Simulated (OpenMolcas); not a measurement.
**Cd+: CASPT2 settings compared**

```
Program             : OpenMolcas
Basis               : ANO-RCC-VTZP [7s6p4d2f1g]
Scalar Hamiltonian  : DKH2, point nucleus
Active space        : 1 electron in 4 orbitals (5s 5p)
State averaging     : 2S+1 = 2 even, 1 root; 2S+1 = 2 odd, 3 roots
Spin-orbit coupling : RASSI with atomic mean-field integrals over the reference wave functions, term energies averaged over their components
```

Methods on the same reference wave functions:
A. CASSCF
B. SS-CASPT2, IPEA 0.15 Eh, imaginary shift 0.3 Eh (closed shells correlated: 4d)
C. SS-CASPT2, IPEA 0.75 Eh, imaginary shift 0.5 Eh (closed shells correlated: 4d)
D. SS-CASPT2, IPEA 0 Eh, sigma1 regulariser 0.3 Eh (closed shells correlated: 4s 4p 4d)

Energies in cm-1 above 5s 2S 1/2, the measured ground level; measured values from NIST Handbook of Basic Atomic Spectroscopic Data.

```json
{"Level": "5s 2S 1/2", "A": "0.0", "B": "0.0", "C": "0.0", "D": "0.0", "Measured": "0.0"}
{"Level": "5p 2P* 1/2", "A": "40795", "B": "45221", "C": "44898", "D": "45997", "Measured": "44136"}
{"Level": "5p 2P* 3/2", "A": "42561", "B": "46986", "C": "46664", "D": "47762", "Measured": "46619"}
```

Deviations, from unrounded energies. A percentage is the sum of absolute deviations over the sum of measured energies, with the sign that they share, or ± where signs differ.

```tsv
Against measurement	Levels	A	B	C	D
mean absolute deviation (cm-1)	2	3700	730	400	1500
other configurations (%)	2	-8.2	+1.6	+0.9	+3.3
```

C lies closest to measurement on these levels and A furthest from it. The largest miss of C in the table is 5p 2P* 1/2, by +760 cm-1. The ranking rests on the paired levels alone, and a cruder setting can come out closer through cancelling errors.

Among B to D the level of the table that moves most is 5p 2P* 1/2, by 1100 cm-1 (lowest in C, highest in D).

The lowest spin-free term lies below A's lowest term by 0.323 hartree in B, 0.318 hartree in C, 0.541 hartree in D.

With one active electron the reference holds no correlation, so core polarisation is missing (holds for A). With one active electron, CASPT2 adds the correlation within the correlated inactive shells and between them and that electron, and leaves the splitting within a term as the reference gives it (holds for B; C; D). Measured partners are found by configuration, term and J. A level has none where our copy of the source lacks it or the pairing is in doubt (some pairs that miss far off the trend of their configuration count as doubtful), and it then counts in no deviation. Levels of configurations outside the active space are missing.

* marks odd parity.
